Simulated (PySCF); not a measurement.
**C₆ coefficients of unlike pairs at PBEsol**

Calculated with PySCF 2.14 from the dipole response of each species, C₆(A,B) = (3/π) ∫ α_A(iu) α_B(iu) du, in atomic units, from isotropic polarisabilities. For ions this is the dispersion term alone; charge-induced terms of lower order in 1/R come first.

```json
{"species": "Pd", "configuration": "[Kr] 4d10 (1S)", "basis": "x2c-TZVPPall with one added diffuse shell each of s, p, d, f type (9s7p7d3f1g)", "relativity": "spin-free X2C", "α (bohr³)": "27.51", "C₆ (like pair)": "193.6"}
{"species": "Pd³⁺", "configuration": "[Kr] 4d7 (4F)", "basis": "x2c-TZVPPall with one added diffuse shell each of s, p, d, f type (9s7p7d3f1g)", "relativity": "spin-free X2C", "α (bohr³)": "4.385", "C₆ (like pair)": "19.90"}
{"species": "Li⁺", "configuration": "1s2 (1S)", "basis": "def2-TZVPPD (5s4p1d)", "relativity": "none", "α (bohr³)": "0.1953", "C₆ (like pair)": "0.07448"}
```

Question: Estimate C₆ for Pd³⁺ with Pd.

Answer: The integral gives 55.80. The combination rule 2 C_A C_B / (C_A α_B/α_A + C_B α_A/α_B) gives 49.47 and the geometric mean 62.06.

No spin-orbit coupling is included.

The other pairs:

```csv
pair,C₆
"Li⁺, Pd³⁺",1.178
"Li⁺, Pd",2.994
```
